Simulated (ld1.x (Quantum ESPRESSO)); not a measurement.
## What one change does to a pseudopotential (Mo, TM)

molybdenum (Mo), norm-conserving Troullier–Martins (Kleinman–Bylander form), made with ld1.x (Quantum ESPRESSO) 7.5 (PBE, scalar-relativistic). Core [Ar] 3d10, reference 4s2 4p6 4d5 5s1 5p0. Waves: 4s (bound): rc 1.10 bohr; 4d (bound): rc 2.10 bohr; 4p (bound): rc 1.25 bohr. Local part: the p channel. Core correction: none.

Occupied shells without a wave of their own: 5s. They enter only through the test configuration that unscreens the potential.

Change: all radii scaled by about 0.80 (s 0.88, p 1.00, d 1.66 bohr).

Cutoffs: the cutoffs (Ry, on a coarse ladder) from which the occupation-weighted sum of valence levels, in a spherical-Bessel basis at the reference potential, stays within 10 and 1 mRy of its value at 400 Ry; they do not see the model core or the augmentation charge, which bear on the density cutoff. Errors are all-electron minus pseudo energies relative to the spin-unpolarised reference configuration.

Task: How do hardness, ghosts and transferability respond?

Result: Of the 7 tests that both files solve, the error grows in 7 and shrinks in 0 by more than 15 % and 0.3 meV (median size 15.9 → 31.6 meV); neither file shows a bound ghost. That the errors move this way runs against the usual rule that smaller radii transfer better.

```tsv
quantity	base	changed
cutoff, loose	110 Ry	200 Ry
cutoff, tight	180 Ry	over 300 Ry
loose cutoff by channel (10 mRy a level)	s 90 Ry, d 30 Ry, p 50 Ry	s 180 Ry, d 35 Ry, p 70 Ry
bound ghosts	none	none
error for 4s2 4p6 4d5 5s0 5p0, meV [ΔE 6.89 eV]	-19	-49
error for 4s2 4p6 4d4 5s0 5p0, meV [ΔE 22.35 eV]	-28	-73
error for 4s2 4p6 4d3 5s0 5p0, meV [ΔE 49.10 eV]	-32	-97
error for 4s2 4p6 4d5 5s0 5p1, meV [ΔE 3.14 eV]	-6.0	-28
error for 4s2 4p6 4d6 5s0 5p0, meV [ΔE 0.76 eV]	-13	-32
error for 4s2 4p6 4d4 5s1 5p1, meV [ΔE 3.74 eV]	+16	+19
error for 4s2 4p6 4d5 5s0.5 5p0, meV [ΔE 2.73 eV]	-8.3	-21
```
